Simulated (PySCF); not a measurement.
Compound: BH11O2Si4.
Numbering: `[OH:1][B:2]([OH:3])[SiH2:4][SiH2:5][SiH2:6][SiH3:7]` (hydrogens: H8 on O1; H9 on O3; H10, H11 on Si4; H12, H13 on Si5; H14, H15 on Si6; H16, H17, H18 on Si7)

Geometry (PBE0-D3(BJ)/def2-SVP, Å), atoms numbered from 1 in this order:
```
atom  x, y, z in Å
O1     1.6978   -2.4656   -0.6940
B2     1.5102   -1.2762   -0.0659
O3     0.9615   -1.1366    1.1743
Si4    2.0182    0.4520   -1.0108
Si5    0.4799    2.0776   -0.3164
Si6   -1.6687    1.3991   -0.9700
Si7   -2.2331   -0.7359   -0.1752
H8     1.4029   -3.2415   -0.2016
H9     0.6777   -1.9520    1.6056
H10    3.4062    0.8874   -0.6466
H11    1.9547    0.3104   -2.5002
H12    0.7556    3.4257   -0.9096
H13    0.5097    2.2023    1.1750
H14   -2.7132    2.3620   -0.4927
H15   -1.7349    1.3519   -2.4668
H16   -2.0972   -0.8217    1.3114
H17   -3.6494   -1.0595   -0.5357
H18   -1.3554   -1.7783   -0.7970
```

Computed with PySCF, TDDFT B3LYP/def2-SVPD, vertical, gas phase, core orbitals frozen in the response.

Ground-to-excited transition dipoles (e·a0, same axes as the geometry; the sign carries no meaning), for the states with f of 0.002 or more among the lowest 7:

| state | E (eV) | μx | μy | μz |
| --- | --- | --- | --- | --- |
| S1 | 5.863 | 0.100 | -0.300 | 0.028 |
| S2 | 6.026 | 0.082 | -0.472 | 0.082 |
| S3 | 6.201 | -0.218 | 0.198 | -0.060 |
| S4 | 6.303 | -0.315 | -0.109 | -0.014 |
| S5 | 6.404 | 0.708 | -0.019 | 0.021 |
| S6 | 6.647 | 0.046 | 0.144 | 0.119 |
| S7 | 6.679 | 0.109 | 0.019 | -0.069 |

**Question.** What oscillator strength does each state have?

**Answer.** f = (2/3) ΔE |μ|² with ΔE in hartree (27.2114 eV).

```json
{"state": "S1", "|μ|² (au)": "0.101", "|μ| (D)": "0.81", "f": "0.015"}
{"state": "S2", "|μ|² (au)": "0.236", "|μ| (D)": "1.24", "f": "0.035"}
{"state": "S3", "|μ|² (au)": "0.090", "|μ| (D)": "0.76", "f": "0.014"}
{"state": "S4", "|μ|² (au)": "0.111", "|μ| (D)": "0.85", "f": "0.017"}
{"state": "S5", "|μ|² (au)": "0.502", "|μ| (D)": "1.80", "f": "0.079"}
{"state": "S6", "|μ|² (au)": "0.037", "|μ| (D)": "0.49", "f": "0.006"}
{"state": "S7", "|μ|² (au)": "0.017", "|μ| (D)": "0.33", "f": "0.003"}
```

**Question.** Which bond between heavy atoms lies closest to the direction of the S5 transition dipole?

**Answer.** Si5–Si6, at 24° from it; next Si4–Si5 at 48°.

**Question.** What angle do the transition dipoles of S1 and S2 make?

**Answer.** |cos θ| = |μa·μb| / (|μa| |μb|) = 0.99, so θ ≈ 10° (taken between 0 and 90°, since the signs are arbitrary).

**Question.** How is the summed strength of these states shared among x, y and z?

**Answer.** (2/3) Σ ΔE μα² gives 0.106 for x, 0.057 for y and 0.005 for z, 0.168 in all.

All these states lie below the vertical ionisation energy of 9.23 eV (ΔSCF).

The run took 6.5 min of wall time on an Arm Neoverse V1 with one thread, no GPU (shared host), and the process peaked at 1.2 GiB of memory.

One conformer stands for the species.
